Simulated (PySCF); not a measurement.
Positional isomers: trisilane silyl. Isolated molecules, 0 K electronic values unless said otherwise. One relaxed conformer stands for each flexible species; it need not be the lowest. Strings in code marks are SMILES.

Quantity: electronic energy of isomers of H10Si4 relative to `[SiH3][SiH]([SiH3])[SiH3]`, in kcal/mol.

Case: `[SiH3][SiH2][SiH2][SiH3]` (Si–Si–Si–Si torsion 180°). Geometry of `[SiH3][SiH2][SiH2][SiH3]` (neutral, multiplicity 1, Å):

```xyz
14

Si    -2.9232    -0.4116     0.4548
Si    -0.7889    -0.5130    -0.4933
Si     0.7889     0.5130     0.8947
Si     2.9232     0.4116    -0.0534
H     -3.9380    -1.0609    -0.4180
H     -2.9162    -1.0991     1.7738
H     -3.3097     1.0097     0.6624
H     -0.7907     0.1696    -1.8182
H     -0.3980    -1.9349    -0.7092
H      0.7908    -0.1696     2.2196
H      0.3980     1.9349     1.1106
H      3.3097    -1.0097    -0.2610
H      2.9162     1.0991    -1.3724
H      3.9380     1.0610     0.8194
```

Q: What is the computed electronic energy of isomers of H10Si4 relative to `[SiH3][SiH]([SiH3])[SiH3]` (PBE/6-31G* // PBE0-D3(BJ)/def2-TZVP (PySCF))?

A: 0.74 kcal/mol.
